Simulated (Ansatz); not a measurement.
# Four-centre ligand exchange

Start structure (GeH$_{5}$ClO$_{2}$, closed shell), relaxed at PBE0-D4/def2-TZVP:

| atom | x (Å) | y (Å) | z (Å) |
| --- | --- | --- | --- |
| Ge1 | -0.5269 | 1.0224 | -1.0275 |
| Cl2 | 0.6594 | -0.6777 | -1.6937 |
| H3 | -1.8623 | 0.4684 | -0.5330 |
| H4 | 0.2833 | 1.7369 | 0.0509 |
| H5 | -0.7037 | 1.8834 | -2.2845 |
| H6 | 1.3777 | -1.1367 | 0.5037 |
| O7 | 1.3020 | -1.1046 | 1.4718 |
| O8 | -0.0499 | -0.6853 | 1.6226 |
| H9 | -0.4797 | -1.5070 | 1.8895 |

The step: GeH₃Cl ([Cl][GeH3]) + H₂O₂ ([OH][OH]) → GeH₄O₂ ([OH][O][GeH3]) + HCl; bonds formed: Ge1–O7, Cl2–H6; bonds broken: Ge1–Cl2, H6–O7. Computed with Ansatz 0.2.0 (basis: def2-TZVPP and def2-QZVPP); correlated methods freeze the cores. Filled d shells of the heavier atoms are correlated. The def2 sets are not built for correlating such inner shells, so the correlated values are less sure here. Extrapolation: Hartree–Fock as exp(−7.88 √X), correlation as X^−2.97. Energies below are by CCSD(T) at an estimated basis limit (MP2 extrapolated from triple and quadruple zeta, plus CCSD(T) − MP2 in triple zeta).

Question: What are the electronic barrier and the energy of the step, from the start structure to the end structure? (Judge from chemistry; the value comes from the calculation.)

Answer: By the calculation: Barrier 28.70 kcal/mol; step energy 10.90 kcal/mol (uphill); reverse barrier, their difference, 17.81 kcal/mol. Barrier and step energy count from the start structure, the reverse barrier from the end structure.

The saddle point: One imaginary mode of 166i cm⁻¹.
```csv
pair,start (Å),saddle (Å),end (Å)
Ge1–O7,3.76,2.03,1.83
Cl2–H6,2.36,1.81,1.31
Ge1–Cl2,2.18,2.63,4.14
H6–O7,0.97,1.04,1.77
```

Zero-point energy (harmonic, PBE0-D4): ZPE is 33.47 kcal/mol at the start and 32.60 kcal/mol at the saddle, so the barrier goes from 28.70 to 27.84 kcal/mol.

The T1 diagnostic stays at or below 0.013.

Labels in which every atom is bracketed show which atoms are joined, not bond orders.

For scale, one of the runs: CCSD(T)/def2-TZVPP, 222 basis functions (an equivalent command: `ansatz run in.yaml --threads 4`). Hardware: 4 CPU threads, shared host. Wall time 2.6 min; peak host memory 3.6 GiB.
